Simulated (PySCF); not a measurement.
# V²⁺ (vanadium, charge +2) across methods

[Ar] 3d2 4p1, one real determinant (an excited configuration). Calculation: PySCF 2.14, in def2-QZVPPD (11s6p5d3f2g, 93 functions); the non-relativistic Hamiltonian (point nucleus).

```tsv
method	E (hartree)	mean ε 3p β (eV)	mean ε 3d α (eV)	mean ε 4p α (eV)	Σ⟨r²⟩ (bohr²)	⟨S²⟩
LDA	-940.527	-66.449	-29.316	-16.061	24.05	3.750
TPSSh	-942.748	-67.756	-30.574	-16.201	24.24	3.751
B97-3	-942.613	-69.443	-31.849	-16.570	24.27	3.751
revPBE	-942.615	-66.359	-29.335	-16.027	24.20	3.750
UHF	-941.80551	-76.405	-38.395	-18.010	24.90	3.753
r2SCAN	-942.688	-67.270	-29.984	-16.055	24.20	3.751
HSE06	-942.542	-68.828	-31.347	-16.278	24.26	3.751
PBE0	-942.522	-69.247	-31.789	-16.647	24.26	3.751
PBE	-942.474	-66.378	-29.367	-16.042	24.16	3.750
```

⟨L²⟩ = 13.89 against 20 for a pure G term, so this real determinant mixes terms.
